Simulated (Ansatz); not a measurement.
The same path of F2H4Si2 + H2S (11 atoms, charge 0, multiplicity 1) was run twice with different band settings. Lost on the way: Si1–Si2, H6–S7. Made: Si1–S7, Si2–H6.

Level of theory: Ansatz, RKS PBE/cc-pVDZ.

Relaxed end points:

```xyz
11
Properties=species:S:1:pos:R:3
Si -1.255 0.480 -0.110
Si -0.228 -1.245 1.121
F -0.867 0.320 -1.728
F -2.895 0.230 -0.025
H -1.017 1.914 0.271
H 2.855 0.414 -0.908
S 2.190 1.607 -0.930
H -0.515 -1.035 2.587
H -0.826 -2.556 0.678
H 1.262 -1.268 0.900
H 1.295 1.138 -1.854
```

```xyz
11
Properties=species:S:1:pos:R:3
Si -1.122 1.605 -0.987
Si 0.735 -1.810 1.199
F -1.526 0.723 -2.323
F -1.271 0.541 0.275
H -2.098 2.724 -0.817
H 1.486 -0.938 0.220
S 0.872 2.362 -1.099
H 0.336 -0.993 2.398
H -0.478 -2.391 0.526
H 1.653 -2.927 1.632
H 1.414 1.105 -1.024
```

Common settings: movable images 7; climbing image yes; spring 5.0 eV/Å²; optimiser quadratic models (default); start path through a guess of the saddle point; iteration limit 60; end points relaxed.

| run | force threshold |
| --- | --- |
| 1 | 0.05 eV/Å |
| 2 | 0.5 eV/Å |

(1) What does each run give, and how far can it be trusted?

Answers

(1) Run 1: converged after 19 iterations, highest image 1.567 eV above the first end. A vibrational analysis at the climbing image gives one clearly imaginary mode, 817i cm⁻¹: a first-order saddle point.
Run 2: converged after 9 iterations, highest image 1.567 eV above the first end. The threshold of 0.5 eV/Å is loose, so the images may lie well off the minimum-energy path. Another band between the same ends (7 images) ends at a top of the same energy, where a vibrational analysis finds 1 clearly imaginary mode.
The orbitals stay closed-shell, which can raise the energy where a bond breaks towards radicals; this wasn't checked here.
